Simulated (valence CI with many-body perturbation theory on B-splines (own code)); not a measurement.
**Xe²³⁺: electric-dipole lines**

Computed by relativistic CI+MBPT: three valence electrons over a frozen Dirac-Fock core [Ar] 3d10, radial functions for each j: 11 s, 11 p, 9 d, 7 f, 5 g, 2 h, 1 i, with the one-electron correlation potential Σ1, the two-electron term Σ2, the three-electron term Σ3, Breit, model QED; selected CI, second order for the rest (own B-spline code, finite nucleus).

No measured levels were compared; by estimate levels hold to about 250 cm⁻¹ or 0.2 % of their energy and the worst to 1 %, as in measured heavy ions of charge 2 to 7; those with d or f electrons hold less well.

Lines 101 to 150 of 265 in falling wavelength, among levels below 2029100 cm⁻¹, chosen from the strongest by gf and those to the six lowest levels. Wavelengths and rates use the calculated energies, so an error of 2000 cm⁻¹ moves a line at 160.2 Å by 0.32 % and its rate by three times that or more. Electric multipoles are in the length gauge, E1 and E2 with the static RPA response of the core. Weak lines are less certain than strong ones. Lines between different terms over intervals too small for the method are left out, as are lines whose strength nearly cancels. Where a level lies close to another of its J and parity, the split of strength between their lines is uncertain. The highest levels of a list are the least certain.

Levels are named by their leading jj configuration (3d3/2^4 stands for four electrons in 3d with j = 3/2), which in mixed levels can hold well under half, so a name can repeat and another be missing. Letters in brackets count levels of one name in rising energy.

```csv
λ vac (Å),Upper,Lower,A (s⁻¹),S (a.u.) with core polarisation,S without
160.2,(4p3/2^3) J=3/2,(4s 4p3/2^2) J=5/2,3.09e+10,2.50e-01,2.71e-01
159.8,(4s 4p3/2 4d5/2) J=5/2 [b],(4s^2 4d5/2) J=5/2,7.27e+10,8.79e-01,9.54e-01
159.8,(4p1/2 4p3/2 4d5/2) J=3/2 [a],(4s 4p1/2 4d3/2) J=5/2,1.20e+10,9.70e-02,1.05e-01
159.4,(4p1/2 4p3/2 4d5/2) J=5/2 [a],(4s 4p1/2 4d3/2) J=5/2,2.14e+10,2.56e-01,2.78e-01
159.3,(4s 4p1/2 4d3/2) J=5/2,(4s 4p1/2 4p3/2) J=3/2 [b],3.19e+08,3.82e-03,4.23e-03
159.1,(4p1/2 4p3/2^2) J=5/2,(4s 4p1/2 4p3/2) J=3/2 [a],2.05e+08,2.45e-03,2.63e-03
155.6,(4s 4p3/2 4d5/2) J=3/2 [b],(4s^2 4d3/2) J=3/2,6.33e+10,4.71e-01,5.10e-01
155.5,(4s 4p3/2 4d5/2) J=3/2 [c],(4s^2 4d3/2) J=3/2,1.92e+10,1.42e-01,1.54e-01
151.2,(4s 4p1/2 4d3/2) J=3/2 [a],(4s 4p1/2 4p3/2) J=5/2,3.19e+08,2.17e-03,2.34e-03
150.0,(4s 4p3/2 4d5/2) J=3/2 [a],(4s 4p3/2^2) J=3/2,2.30e+10,1.54e-01,1.66e-01
149.0,(4p1/2 4p3/2 4d3/2) J=3/2 [a],(4p1/2 4p3/2^2) J=5/2,2.26e+10,1.47e-01,1.59e-01
147.7,(4s 4p1/2 4d5/2) J=5/2 [a],(4s 4p1/2 4p3/2) J=3/2 [b],1.64e+09,1.57e-02,1.70e-02
146.8,(4s 4p1/2 4d3/2) J=3/2 [b],(4s 4p1/2 4p3/2) J=3/2 [b],3.63e+09,2.27e-02,2.44e-02
145.8,(4s 4p1/2 4d3/2) J=5/2,(4s 4p1/2 4p3/2) J=5/2,1.34e+10,1.23e-01,1.32e-01
145.7,(4s 4p1/2 4d3/2) J=1/2,(4s 4p1/2 4p3/2) J=3/2 [b],3.23e+08,9.85e-04,1.05e-03
145.2,(4p1/2 4p3/2^2) J=1/2,(4s 4p1/2 4p3/2) J=3/2 [a],1.02e+09,3.07e-03,3.33e-03
143.6,(4s 4p1/2 4d3/2) J=3/2 [a],(4s 4p1/2 4p3/2) J=3/2 [a],5.85e+09,3.42e-02,3.69e-02
143.0,(4p3/2^3) J=3/2,(4s 4p1/2 4p3/2) J=3/2 [b],1.30e+10,7.48e-02,8.10e-02
140.1,(4s 4p3/2 4d3/2) J=3/2,(4s 4p3/2^2) J=5/2,2.01e+10,1.09e-01,1.17e-01
140.0,(4s 4p3/2 4d5/2) J=7/2 [a],(4s 4p3/2^2) J=5/2,1.80e+10,1.95e-01,2.10e-01
139.8,(4p1/2^2 4d5/2) J=5/2,(4p1/2^2 4p3/2) J=3/2,2.55e+10,2.06e-01,2.21e-01
139.7,(4p1/2 4p3/2^2) J=3/2,(4s 4p1/2^2) J=1/2,1.38e+10,7.43e-02,8.05e-02
139.0,(4p1/2 4p3/2 4d5/2) J=5/2 [a],(4p1/2 4p3/2^2) J=5/2,1.26e+10,1.01e-01,1.08e-01
138.8,(4s 4p1/2 4d3/2) J=5/2,(4s 4p1/2 4p3/2) J=3/2 [a],6.27e+09,4.96e-02,5.33e-02
138.6,(4s 4p1/2 4d5/2) J=3/2,(4s 4p1/2 4p3/2) J=1/2,7.10e+10,3.73e-01,4.02e-01
138.2,(4p1/2 4p3/2 4d5/2) J=3/2 [a],(4p1/2 4p3/2^2) J=3/2,4.11e+10,2.14e-01,2.31e-01
137.9,(4p1/2 4p3/2 4d5/2) J=5/2 [a],(4p1/2 4p3/2^2) J=3/2,1.68e+10,1.31e-01,1.40e-01
137.3,(4s 4p1/2 4d5/2) J=7/2,(4s 4p1/2 4p3/2) J=5/2,3.49e+10,3.56e-01,3.83e-01
136.5,(4s 4p3/2 4d3/2) J=1/2 [b],(4s 4p3/2^2) J=1/2,4.97e+10,1.25e-01,1.34e-01
136.0,(4s 4p1/2 4d5/2) J=5/2 [a],(4s 4p1/2 4p3/2) J=5/2,2.83e+10,2.11e-01,2.28e-01
136.0,(4s 4p1/2 4d5/2) J=5/2 [b],(4s 4p1/2 4p3/2) J=3/2 [b],8.99e+10,6.69e-01,7.20e-01
135.8,(4p1/2 4p3/2 4d5/2) J=3/2 [b],(4p1/2 4p3/2^2) J=1/2,5.54e+10,2.74e-01,2.94e-01
135.3,(4s 4p1/2 4d3/2) J=3/2 [b],(4s 4p1/2 4p3/2) J=5/2,3.49e+09,1.70e-02,1.83e-02
135.0,(4p3/2^2 4d5/2) J=1/2,(4p3/2^3) J=3/2,1.17e+11,2.84e-01,3.06e-01
135.0,(4s^2 4d3/2) J=3/2,(4s^2 4p3/2) J=3/2,4.82e+10,2.34e-01,2.53e-01
134.9,(4p1/2 4p3/2 4d5/2) J=1/2,(4p1/2 4p3/2^2) J=1/2,1.46e+11,3.54e-01,3.81e-01
134.7,(4s 4p3/2 4d5/2) J=1/2,(4s 4p3/2^2) J=3/2,5.13e+10,1.24e-01,1.34e-01
134.4,(4p1/2 4p3/2 4d5/2) J=7/2 [b],(4p1/2 4p3/2^2) J=5/2,4.80e+10,4.60e-01,4.93e-01
134.2,(4s 4p3/2 4d5/2) J=5/2 [a],(4s 4p3/2^2) J=5/2,1.21e+11,8.70e-01,9.38e-01
133.8,(4p1/2 4p3/2 4d5/2) J=5/2 [b],(4p1/2 4p3/2^2) J=5/2,4.89e+10,3.47e-01,3.74e-01
133.4,(4s 4p3/2 4d5/2) J=1/2,(4s 4p3/2^2) J=1/2,1.24e+11,2.92e-01,3.14e-01
133.2,(4p1/2 4p3/2 4d3/2) J=3/2 [b],(4p1/2 4p3/2^2) J=5/2,2.14e+10,9.97e-02,1.07e-01
132.8,(4s 4p1/2 4d5/2) J=3/2,(4s 4p1/2 4p3/2) J=3/2 [b],7.88e+10,3.65e-01,3.94e-01
132.8,(4p1/2 4p3/2 4d5/2) J=5/2 [b],(4p1/2 4p3/2^2) J=3/2,3.10e+10,2.15e-01,2.32e-01
132.5,(4s 4p3/2^2) J=1/2,(4s^2 4p1/2) J=1/2,4.18e+09,9.60e-03,1.04e-02
132.5,(4s 4p1/2 4f7/2) J=7/2,(4s 4p1/2 4d5/2) J=5/2 [a],2.86e+10,2.62e-01,2.79e-01
132.1,(4p1/2 4p3/2 4d3/2) J=3/2 [b],(4p1/2 4p3/2^2) J=3/2,2.05e+10,9.33e-02,1.00e-01
132.1,(4p3/2^3) J=3/2,(4s 4p1/2 4p3/2) J=5/2,4.46e+08,2.03e-03,2.18e-03
131.8,(4p3/2^2 4d5/2) J=1/2,(4s 4p1/2 4d3/2) J=3/2 [b],3.61e+10,8.17e-02,8.82e-02
131.5,(4s 4p3/2 4d5/2) J=3/2 [b],(4s 4p3/2^2) J=3/2,1.50e+11,6.74e-01,7.27e-01
```
